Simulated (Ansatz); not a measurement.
Si₇⁻. Charge -1, multiplicity 4. Geometry PBE-D4/def2-SVPD; atoms count from 1.

Cartesian coordinates in Å:
```
Si -0.933 -0.515 0.514
Si -2.870 0.191 -0.532
Si 1.543 -0.483 0.892
Si 0.511 -0.089 -1.564
Si -1.045 1.601 -1.002
Si 0.073 -1.271 2.457
Si 2.722 0.566 -0.765
```

At PBE0-D4/def2-TZVPD a doublet of charge -1 lies 0.79 eV below the quartet, each at its own geometry. The structure comes from a short search, and lower isomers may exist.

(1) Estimate the Mulliken populations from the PBE0/def2-TZVPD orbitals of Ansatz.

(2) Where does the spin sit?

(3) And the Mayer bond orders between bonded heavy atoms (over 0.3)?

Answers

(1) 
```tsv
atom	charge (e)	spin (α − β)
Si1	0.33	0.04
Si2	-0.35	0.71
Si3	0.14	0.03
Si4	-0.14	0.33
Si5	-0.15	0.50
Si6	-0.44	0.44
Si7	-0.39	0.94
```
Mulliken values and Mayer orders depend strongly on the basis. With diffuse functions, as here, like atoms can get unlike values, and bond orders can come out too low or too high.

(2) Summed by element: Si 3.00, of 3 unpaired in all. Largest on single atoms: Si7 0.94, Si2 0.71, Si5 0.50.

(3) Si1–Si2 0.78 (2.31 Å); Si1–Si3 0.60 (2.50 Å); Si1–Si4 0.54 (2.57 Å); Si1–Si5 0.52 (2.61 Å); Si1–Si6 0.84 (2.31 Å); Si2–Si5 1.10 (2.35 Å); Si3–Si4 0.47 (2.69 Å); Si3–Si6 1.11 (2.29 Å); Si3–Si7 1.01 (2.29 Å); Si4–Si5 1.00 (2.36 Å); Si4–Si7 0.85 (2.44 Å).
